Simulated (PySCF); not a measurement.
**Relaxation of doublet NiO₂⁻**

Level of theory: UPBE0 in PySCF with Ni def2-TZVPD, O def2-TZVPD; no relativity; density-fitted integrals. A (50,194) grid was used.

A hand-made bent start, of C2v symmetry, held to at least that symmetry:

Coordinates in bohr (charge -1 multiplicity 2):
```
Ni    0.0000    0.0000   -0.6093
O     2.4459    0.0000    1.1034
O    -2.4459    0.0000    1.1034
```

Problem. What forces act on the atoms at the start (eV/Å)?

Solution. 
```json
{"atom": "Ni1", "Fx": "0.00", "Fy": "0.00", "Fz": "0.37"}
{"atom": "O2", "Fx": "2.05", "Fy": "0.00", "Fz": "-0.19"}
{"atom": "O3", "Fx": "-2.05", "Fy": "0.00", "Fz": "-0.19"}
```

Problem. What does it relax to?

Solution. It ends at C2v with Ni–O 1.633 Å (×2); O–Ni–O 161.0°. A frequency run shows a minimum. Other isomers or separated fragments may lie lower.

Problem. How much energy is released, and in how many steps?

Solution. 66.4 kJ/mol in 9 steps.

Other spin states or occupations of the open shell can lie lower. At this level a quartet minimum of D∞h symmetry lies 29 kJ/mol below this structure.

The relaxation took about 5 core-minutes on a shared host.
